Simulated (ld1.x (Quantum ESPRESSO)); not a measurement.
Varying the RRKJ potential for tin

Base potential:

```json
{
 "Element": "Sn",
 "Generator": "ld1.x (Quantum ESPRESSO) 7.5",
 "Type": "norm-conserving RRKJ (Kleinman–Bylander form)",
 "Functional": "PBE",
 "Relativity": "scalar-relativistic",
 "Frozen core": "[Kr] 4d10",
 "Valence charge": "4",
 "Reference configuration": "5s1.75 5p2.25",
 "Partial waves": "5s (bound): rc 2.10 bohr; 5p (bound): rc 2.25 bohr",
 "Local potential": "the p channel",
 "Core correction": "Bessel-smoothed model core inside 1.35 bohr",
 "rho0": "0.005"
}
```

All-electron outer shells of the reference configuration (PBE, scalar-relativistic, ld1.x):

| shell | level (eV) | outermost node (bohr) | outermost maximum (bohr) |
| --- | --- | --- | --- |
| 4p | -90.10 | 0.41 | 0.79 |
| 4d | -26.22 | 0.39 | 0.88 |
| 5s | -10.77 | 0.98 | 2.01 |
| 5p | -3.86 | 1.09 | 2.55 |

Cutoffs, loose and tight: the cutoffs (Ry, on a coarse ladder) from which the occupation-weighted sum of valence levels, in a spherical-Bessel basis at the reference potential, stays within 10 and 1 mRy of its value at 400 Ry. They do not see the model core or the augmentation charge, which bear on the density cutoff. Test errors are all-electron minus pseudo excitation energies from the reference, over the configurations 5s2 5p2; 5s2 5p1; 5s2 5p0; 5s1 5p3; 5s1 5p0; 5s0 5p4; 5s2 5p2.3. A dash means not determined; rows that change the core or the reference have their own tests. The largest error is taken over the tests solved by every variant that gives reliable tests at all: 5s0 5p4; 5s1 5p3; 5s2 5p1.

A true bound ghost makes a file unfit for plane-wave use even where its test errors are small: the radial tests pick states by their node count and pass the ghost by. Where a test does run into it, the solver fails or the error is huge.

```tsv
change	outcome	cutoff, loose	cutoff, tight	bound ghosts	largest test error (meV)
base	generated	30 Ry	40 Ry	none	-43
wave 5p (bound): rc 2.25 bohr becomes 5p (bound): rc 1.54 bohr	generated	100 Ry	140 Ry	s	-40
wave 5p (bound): rc 2.25 bohr becomes 5p (bound): rc 1.92 bohr	generated	30 Ry	40 Ry	s	-34
wave 5p (bound): rc 2.25 bohr becomes 5p (bound): rc 2.16 bohr	generated	30 Ry	40 Ry	none	-41
wave 5p (bound): rc 2.25 bohr becomes 5p (bound): rc 2.36 bohr	generated	30 Ry	40 Ry	none	-43
wave 5p (bound): rc 2.25 bohr becomes 5p (bound): rc 2.62 bohr	generated	30 Ry	40 Ry	none	-38
wave 5p (bound): rc 2.25 bohr becomes 5p (bound): rc 3.06 bohr	generated	30 Ry	40 Ry	none	-18
wave 5p (bound): rc 2.25 bohr becomes 5p (bound): rc 3.38 bohr	generated	30 Ry	40 Ry	s	-36
```

(1) What comes out with this change to the base: wave 5p (bound): rc 2.25 bohr becomes 5p (bound): rc 2.92 bohr?

(2) What comes out with this change to the base: wave 5p (bound): rc 2.25 bohr becomes 5p (bound): rc 1.70 bohr?

Answers

(1) outcome: generated; cutoff, loose: 30 Ry; cutoff, tight: 40 Ry; bound ghosts: none; largest test error (meV): -26.

(2) outcome: generated; cutoff, loose: 35 Ry; cutoff, tight: 80 Ry; bound ghosts: s; largest test error (meV): -25.

Reading the sweep of the p radius (base included, trends over the rows without a ghost): The loose cutoff stays near 30 Ry. The median size of the test errors (rows with all tests solved) falls from 7.6 meV at 2.16 to 2.5 meV at 3.06 bohr, with one reversal. This runs against the usual rule that a larger radius transfers worse; these runs do not show why. Bound ghosts are found at 1.54, 1.7, 1.92, 3.38 bohr.
